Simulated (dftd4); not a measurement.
C$_{6}$H$_{14}$, charge +1, doublet, at a GFN2-xTB geometry (a state made from the parent by changing its charge; the spin is typed, not shown lowest); D4 for bp86 run with dftd4 4.2.0.

Input for dftd4:
```
$ dftd4 mol.xyz --func bp86 --charge 1 --json dftd4.json --noedisp --grad

# file mol.xyz
20

C      2.89416786     0.74919895    -0.41430113
C      1.79911202     0.17839054     0.45452630
C      0.45322637     0.08590507    -0.22323397
C     -0.56654948    -0.77278902     0.53384272
C     -1.87713109    -0.80884078    -0.23337124
C     -2.72361937     0.42325915    -0.05945597
H      3.18127536     0.07025035    -1.22078394
H      2.58047507     1.68044876    -0.88406927
H      3.79154708     0.91390593     0.17937572
H      2.13428415    -0.79912799     0.82772427
H      1.68009306     0.77448876     1.37183279
H     -0.01235716     1.07934304    -0.31956922
H      0.58546979    -0.26869552    -1.25223899
H     -0.73038177    -0.39039510     1.54222255
H     -0.15348110    -1.78177139     0.62386405
H     -1.70557795    -1.02167091    -1.29362739
H     -2.45433073    -1.66951534     0.14219583
H     -2.93759946     0.62588510     0.99020304
H     -3.65319361     0.35548650    -0.61881426
H     -2.18146040     1.30062448    -0.43635546
```

Output, abridged:

```
                    ____  _____ _____     ____  _  _
      -------------|  _ \|  ___|_   _|---|  _ \| || |------------
     |             | | | | |_    | | ___ | | | | || |_           |
     |             | |_| |  _|   | ||___|| |_| |__   _|          |
     |             |____/|_|     |_|     |____/   |_|            |
     |             ===================================           |
     |            E. Caldeweyher, S. Ehlert & S. Grimme          |
     |          Mulliken Center for Theoretical Chemistry        |
     |                    University of Bonn                     |
      -----------------------------------------------------------

Rational (Becke-Johnson) damping: bp86-D4-ATM
---------------------
  s6         1.0000
  s8         3.3550
  s9         1.0000
  a1         0.4365
  a2         4.9241
 alp        16.0000
--------------------

Dispersion energy:      -1.5591174694608E-02 Eh

Gradient norm:           8.1088254066349E-04 Eh/a0
--------------------------------------------------
     #    Z           dE/dx      dE/dy      dE/dz
--------------------------------------------------
     1    6 C     3.237E-04  1.150E-04 -7.558E-05
     2    6 C     3.238E-04  4.789E-05  8.794E-05
     3    6 C     1.256E-04  9.013E-06 -4.679E-05
     4    6 C    -1.220E-04 -1.730E-04  1.100E-04
     5    6 C    -2.733E-04 -1.252E-04 -5.442E-05
     6    6 C    -3.540E-04  1.099E-04 -1.305E-05
     7    1 H     8.464E-05  2.168E-05 -1.917E-05
     8    1 H     8.262E-05  3.195E-05 -1.530E-05
     9    1 H     5.947E-05  1.927E-05 -1.026E-05
    10    1 H     8.528E-05 -3.538E-06  1.591E-05
    11    1 H     8.540E-05  3.706E-05  3.549E-05
    12    1 H     2.249E-05  4.074E-05 -1.732E-06
    13    1 H     5.931E-05 -2.510E-05 -4.918E-05
    14    1 H    -3.648E-05 -3.339E-05  5.852E-05
    15    1 H    -1.259E-05 -9.366E-05  2.487E-05
    16    1 H    -7.485E-05 -3.650E-05 -3.252E-05
    17    1 H    -6.942E-05 -3.850E-05  2.120E-06
    18    1 H    -1.057E-04  2.672E-05  1.089E-05
    19    1 H    -7.874E-05  2.161E-05 -1.055E-05
    20    1 H    -1.252E-04  4.811E-05 -1.721E-05
--------------------------------------------------

Virial:
--------------------------------------------------
      component           x          y          z
--------------------------------------------------
          x       1.018E-02  1.236E-03 -6.263E-05
          y       1.236E-03  1.702E-03 -2.997E-04
          z      -6.263E-05 -2.997E-04  9.184E-04
--------------------------------------------------

[Info] Dispersion results written to 'dftd4.txt'
[Info] JSON dump of results written to 'dftd4.json'
```
